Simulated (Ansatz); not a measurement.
In5P5⁻. The state is a doublet with charge -1. Geometry PBE-D4/def2-SVP, that of the neutral singlet; atoms count from 1.

| atom | x (Å) | y (Å) | z (Å) |
| --- | --- | --- | --- |
| In1 | -1.231 | 3.016 | -1.958 |
| In2 | -2.425 | 0.053 | 1.913 |
| In3 | 1.116 | 0.763 | -2.013 |
| In4 | 3.230 | -0.381 | 0.891 |
| In5 | -1.359 | -2.444 | -1.068 |
| P6 | 0.544 | 0.321 | 2.067 |
| P7 | 0.612 | -1.737 | 1.271 |
| P8 | -0.278 | 1.632 | 0.499 |
| P9 | 1.331 | -1.633 | -0.797 |
| P10 | -1.540 | 0.411 | -0.805 |

In the def2 sets In takes a core potential; there is no spin–orbit coupling. The structure comes from a short search, and lower isomers may exist.

Estimate the Mulliken populations from the PBE0/def2-SVP orbitals of Ansatz.


```json
{"atom": "In1", "charge (e)": "0.15", "spin (α − β)": "0.01"}
{"atom": "In2", "charge (e)": "0.18", "spin (α − β)": "-0.03"}
{"atom": "In3", "charge (e)": "0.00", "spin (α − β)": "0.13"}
{"atom": "In4", "charge (e)": "0.16", "spin (α − β)": "-0.03"}
{"atom": "In5", "charge (e)": "0.12", "spin (α − β)": "0.07"}
{"atom": "P6", "charge (e)": "-0.24", "spin (α − β)": "0.18"}
{"atom": "P7", "charge (e)": "-0.24", "spin (α − β)": "0.15"}
{"atom": "P8", "charge (e)": "-0.29", "spin (α − β)": "0.19"}
{"atom": "P9", "charge (e)": "-0.40", "spin (α − β)": "0.15"}
{"atom": "P10", "charge (e)": "-0.44", "spin (α − β)": "0.17"}
```
Mulliken values and Mayer orders depend strongly on the basis.

Where does the spin sit?

Summed by element: In 0.16, P 0.84, of 1 unpaired in all. Largest on single atoms: P8 0.19, P6 0.18, P10 0.17.

And the Mayer bond orders between bonded heavy atoms (over 0.3)?

In1–In3 0.32 (3.25 Å); In1–P10 0.59 (2.87 Å); In2–P6 0.36 (2.98 Å); In2–P10 0.43 (2.88 Å); In3–P8 0.37 (3.00 Å); In3–P9 0.66 (2.69 Å); In3–P10 0.36 (2.94 Å); In4–P6 0.33 (3.02 Å); In4–P7 0.32 (2.97 Å); In4–P9 0.51 (2.83 Å); In5–P9 0.47 (2.82 Å); In5–P10 0.42 (2.87 Å); P6–P7 0.96 (2.21 Å); P6–P8 0.92 (2.20 Å); P7–P9 0.96 (2.19 Å); P8–P10 0.96 (2.19 Å). Values over 0.3 also appear between atoms too far apart for a bond (In5–P7 0.30 at 3.14 Å); they arise where an orbital or an unpaired electron spreads over both atoms.
